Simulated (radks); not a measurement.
The numbers below are computed, except where a source is named.
Ionisation of Nb, [Kr] 4d4 5s1, to Nb+, [Kr] 4d4, under several functionals. Dirac Kohn-Sham, spin-unpolarised, spherical densities, finite nucleus; open shells fill j = l - 1/2 first; a radial shooting solver on a logarithmic mesh with Libxc functionals.

| functional | E(Nb) (hartree) | Exc (hartree) | IE (eV) | -e(HOMO) (eV) | <r> HOMO (bohr) | IE error (eV) |
|---|---|---|---|---|---|---|
| RPBE | -3820.34804 | -119.16027 | 6.485 | 3.009 | 2.203 | -0.273 |
| PBEsol | -3817.96044 | -116.73271 | 6.623 | 3.076 | 2.205 | -0.136 |
| AM05 | -3816.19793 | -114.95017 | 6.561 | 3.033 | 2.201 | -0.198 |
| XLYP | -3821.02220 | -119.83218 | 6.669 | 2.963 | 2.220 | -0.090 |
| SOGGA | -3817.65484 | -116.42534 | 6.498 | 2.984 | 2.205 | -0.261 |
| OLYP | -3821.62992 | -120.54228 | 6.207 | 2.860 | 2.178 | -0.551 |

NIST Atomic Spectra Database: 6.759 eV (measured). Closest: XLYP. The Delta-SCF values span 0.46 eV, the total energies 5.43 hartree. The highest occupied level is 4d3/2. Spin polarisation and multiplet splitting are left out, so open shells lie too high by an amount that depends on their filling.

Beside tabulated values, note that spin-unpolarised runs miss the spin-polarisation part of the exchange energy of open shells.
